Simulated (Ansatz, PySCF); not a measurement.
Spin states of HNbO (SMILES [OH][Nb]), each relaxed with B3LYP-D3(BJ)/def2-TZVP.
State 1 (charge 0, multiplicity 5):
```xyz
3

Nb    -0.969    -0.706    -0.890
O      0.338    -0.086     0.359
H      0.598     0.840     0.461
```
State 2 (charge 0, multiplicity 1):
```xyz
3

Nb    -0.95815    -0.83495    -0.85518
O      0.16539     0.17019     0.13228
H      0.75958     0.71213     0.65258
```

Singlets are restricted, other states unrestricted; no spin–orbit coupling, no relativity up to Kr; see below for the cores. The largest T1 diagnostic is 0.027.

Correlated levels freeze the inner cores; with def2 sets outer-core shells near the valence are correlated too. CBS: X⁻³ extrapolation of the correlation energy, Hartree–Fock from the larger set.

Codes used: Ansatz (Gaussian basis) for Hartree–Fock, density functionals and correlated methods; PySCF for the dispersion terms.  In def2 rows elements past Kr take small-core potentials, without spin–orbit coupling.

| level | energy of the multiplicity-1 state less that of the multiplicity-5 state (kcal/mol) |
|---|---|
| BLYP-D3(BJ)/def2-TZVPP | (withheld) |
| B3LYP-D3(BJ)/def2-TZVPP | 27.19 |
| B3LYP-D4/def2-TZVPP | 27.20 |
| PBE0/def2-TZVPP | (withheld) |
| BHLYP-D3(BJ)/def2-TZVPP | 30.03 |
| BHLYP-D4/def2-TZVPP | 30.02 |
| CAM-B3LYP/def2-TZVPP | 27.69 |
| CCSD(T)/def2-TZVPP | 25.46 |
| CCSD(T)/CBS(def2-SVP, def2-TZVPP) | 25.27 |

Q: Complete the blanks.

A: 
- BLYP-D3(BJ)/def2-TZVPP, energy of the multiplicity-1 state less that of the multiplicity-5 state (kcal/mol): 24.59
- PBE0/def2-TZVPP, energy of the multiplicity-1 state less that of the multiplicity-5 state (kcal/mol): 38.31

Doubts at one or more of the structures used: a restricted determinant that unrestricted orbitals would lower (CCSD(T)/def2-TZVPP, CCSD(T)/CBS(def2-SVP, def2-TZVPP)).

Ansatz is a first-principles code.
